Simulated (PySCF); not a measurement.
Iron: highly charged ions in a basis for the neutral atom

Fe¹⁹⁺ [He] 2s2 2p3, Fe²⁰⁺ [He] 2s2 2p2. Calculation: PySCF 2.14, in x2c-TZVPall (6s5p4d1f, 48 functions); the spin-free X2C one-electron Hamiltonian (Gaussian nucleus). No spin-orbit coupling, so a gap to NIST mixes the basis error with missing relativistic terms.

Changed run: basis of the neutral atom used for a highly charged ion. This setting is unsound on purpose.

```json
{"species": "Fe¹⁹⁺", "method": "UHF", "sound run (hartree)": "not run", "changed run (hartree)": "-997.86893", "converged": "yes"}
{"species": "Fe¹⁹⁺", "method": "B3LYP", "sound run (hartree)": "not run", "changed run (hartree)": "-997.96830", "converged": "yes"}
{"species": "Fe¹⁹⁺", "method": "PBE", "sound run (hartree)": "not run", "changed run (hartree)": "-997.81470", "converged": "yes"}
{"species": "Fe²⁰⁺", "method": "UHF", "sound run (hartree)": "not run", "changed run (hartree)": "-939.48859", "converged": "yes"}
{"species": "Fe²⁰⁺", "method": "B3LYP", "sound run (hartree)": "not run", "changed run (hartree)": "-939.59698", "converged": "yes"}
{"species": "Fe²⁰⁺", "method": "PBE", "sound run (hartree)": "not run", "changed run (hartree)": "-939.47623", "converged": "yes"}
```

Ionisation energy of Fe¹⁹⁺:

| method | changed run (eV) | NIST (eV) |
| --- | --- | --- |
| UHF | 1588.6 | 1575.6 ± 0.5 |
| B3LYP | 1588.4 | 1575.6 ± 0.5 |
| PBE | 1587.5 | 1575.6 ± 0.5 |

The contracted functions were made for the neutral atom and can be too rigid for a highly charged ion.
